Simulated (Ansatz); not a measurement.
Input for Ansatz (a program for electronic structure): R-CAM-B3LYP/def2-TZVPP on F2W (SMILES [F][W][F]), 2S+1 = 1, a spin state set in the input, which need not be the lowest. Elements past Kr take the def2 small-core potentials; no spin–orbit coupling.

Ansatz 0.2 input:
```yaml
crystal:
  periodic: [false, false, false]
  atoms:
    - {symbol: W, position_ang: [-0.01085693, 0.01593373, -0.02335497]}
    - {symbol: F, position_ang: [-0.23580528, 1.37089821, -1.23270542]}
    - {symbol: F, position_ang: [0.21349349, -1.33936035, 1.18574076]}
basis:
  gaussian:
    orbitals: def2-TZVPP
hamiltonian:
  xc: {name: CAM-B3LYP}
```

### Question
What total energy does the run end on?

### Answer
-266.7692 hartree.

### Question
How many basis functions does it have, and what does it roughly cost on one machine?

### Answer
118 functions; roughly 8 core-seconds.
